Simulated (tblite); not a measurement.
Species: C₆H₆ClN₂ (doublet state).
Cartesian coordinates in Å at the GFN2-xTB level; atoms count from 1:
```
atom  x, y, z in Å
C1    -2.2340   -0.2823   -0.0532
C2    -0.7601   -0.6344   -0.2036
C3     0.1437    0.5359    0.1547
Cl4   -0.0894    1.8993   -1.0477
C5     1.5939    0.2378    0.0604
C6     2.4976    0.8624    0.9068
N7     3.2336    1.3771    1.6305
C8     2.0892   -0.6118   -0.9182
N9     2.4994   -1.3276   -1.7238
H10   -2.8477   -1.1433   -0.3027
H11   -2.4563    0.0142    0.9694
H12   -2.5015    0.5352   -0.7172
H13   -0.5108   -1.4632    0.4651
H14   -0.5520   -0.9537   -1.2269
H15   -0.1100    0.9624    1.1281
```

Method: GFN2-xTB as coded in tblite; computed harmonic values from a numerical Hessian at the method's own geometry, unscaled. Errors from tens to a few hundred cm⁻¹ against measured bands are possible. One conformer, not necessarily the lowest. Open shells enter through the occupations alone, without spin polarisation, and single modes of such species can be off by tens of per cent.

Harmonic wavenumbers (cm⁻¹): 27.7, 80.6, 98.8, 112.7, 135.0, 192.4, 233.2, 272.3, 363.0, 367.0, 374.0, 484.2, 551.1, 579.9, 623.0, 778.0, 830.9, 943.6, 1060.2, 1092.1, 1110.4, 1155.9, 1198.8, 1240.1, 1260.5, 1308.1, 1342.1, 1415.2, 1466.5, 1494.1, 1495.3, 2229.7, 2303.0, 2949.4, 2965.2, 2993.6, 3040.1, 3052.6, 3056.3.

A = 1706, B = 984.1, C = 842.8 MHz; mass 141.022 u (most abundant isotopes); point group C1, symmetry number 1; spin multiplicity 2.

Problem. What is the zero-point energy?

Solution. ½Σν̃ = 23138 cm⁻¹ = 66.16 kcal/mol.

Problem. What is S at 298.15 K and 1 bar for an ideal gas of classical rigid rotors and harmonic oscillators?

Solution. Translation 40.77, rotation 29.81, vibration 31.47, spin (R ln 2) 1.38: S = 103.4 cal/(mol K).

Problem. And Cp and H(298.15 K) − H(0)?

Solution. Cp = 36.18 cal/(mol K), of which vibrations give 28.23 (their classical limit is 39 R = 77.5); H(298.15 K) − H(0) = 7.06 kcal/mol without the zero-point energy, 4.69 from vibrations.

Problem. Blend soft modes into free rotors: weight 1/[1 + (100 cm⁻¹/ν̃)⁴] for the oscillator and the rest for a rotor with moment μB/(μ + B), μ = h/(8π²ν), B = 10⁻⁴⁴ kg m². What vibrational entropy results?

Solution. 28.50 cal/(mol K) in place of 31.47, which changes −T·S at 298.15 K by +0.88 kcal/mol.

Problem. How do the functions run with temperature in this model?

Solution. 
```csv
T (K),S (cal/(mol K)),Cp (cal/(mol K)),H − H(0) (kcal/mol),G − H(0) (kcal/mol),ln q(vib)
150,82.8,24.8,2.52,-9.91,3.77
250,97.4,32.7,5.40,-18.94,6.63
400,115.0,43.1,11.10,-34.92,10.54
600,134.7,53.8,20.86,-59.95,15.27
900,158.6,64.3,38.70,-104.08,21.57
```

q(vib) and H(0) count from the zero-point level.

Problem. What must be added to the electronic energy to get the Gibbs energy at 298.15 K and 1 bar?

Solution. ZPE + [H(298.15 K) − H(0)] − T·S = 66.16 + 7.06 − 30.84 = 42.38 kcal/mol.

Problem. Which modes carry the vibrational entropy at 298.15 K?

Solution. 27.7 cm⁻¹: 5.99; 80.6 cm⁻¹: 3.88; 98.8 cm⁻¹: 3.48; 112.7 cm⁻¹: 3.22; 135.0 cm⁻¹: 2.87; 192.4 cm⁻¹: 2.20 cal/(mol K); the other 33 give 9.83 together.

Hindered rotation and anharmonicity are outside this model. Other conformers, if any are populated, would add a mixing term that is left out. The structure is chiral; the term R ln 2 for an equal mix with its mirror image is left out.

The run took 0.44 s of wall time on Arm Neoverse V2, one thread, shared host with 96 logical CPUs at a one-minute load of 38. This covers the Hessian and the dipole derivatives.
